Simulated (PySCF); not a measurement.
# InF⁻: frontier orbitals

UHF at R = 2.134 Å; basis In def2-SVPD with ECP28, F def2-SVPD; scalar-relativistic core potentials; PySCF 2.14. State: ²Π (doublet), unpaired electrons π ↑. Only the outer orbitals are listed, counted within each symmetry, core potentials removing the inner ones.

```tsv
spin	orbital	occ.	ε (eV)	on In (%)	main shells (%)
α	6σ	1	-10.07	15	84 F p, 13 In s
α	3π	1	-9.34	1	99 F p
α	3π	1	-9.13	1	99 F p
α	7σ	1	-4.78	94	86 In s
α	4π	1	-0.16	104	102 In p
α	8σ	0	5.24	102	101 In s
α	4π	0	5.33	104	102 In p
β	6σ	1	-9.90	12	88 F p, 8 In s
β	3π	1	-9.11	0	100 F p
β	3π	1	-9.05	0	100 F p
β	7σ	1	-3.68	97	88 In s, 8 In p
β	8σ	0	5.41	102	101 In s
β	4π	0	5.61	103	99 In p
```

**Question.** Which are the highest filled and the lowest empty level, where do they sit, and how wide is the gap?

**Answer.** Highest filled α 4π at -0.16 eV (in %: 102 In p); lowest empty α 8σ at 5.24 eV (in %: 101 In s); the gap at UHF is 5.40 eV. An empty level above zero is unbound, and its energy depends on the basis.

| Property | Result |
| --- | --- |
| bond order (Mayer) | -0.01 |
| ⟨S²⟩ | 0.770 |
| charge on In (Mulliken, basis-dependent) | -0.22 |
| charge on In (Löwdin, basis-dependent) | -0.08 |
| dipole moment (positive dipole points towards F; it is taken about the centre of mass and depends on that origin) | -2.06 D |

Shares are Mulliken populations and can fall outside 0 to 100 %.

Spin–orbit coupling is left out. The state is the lowest determinant that a PBE0 search found; another state may lie lower at other levels.
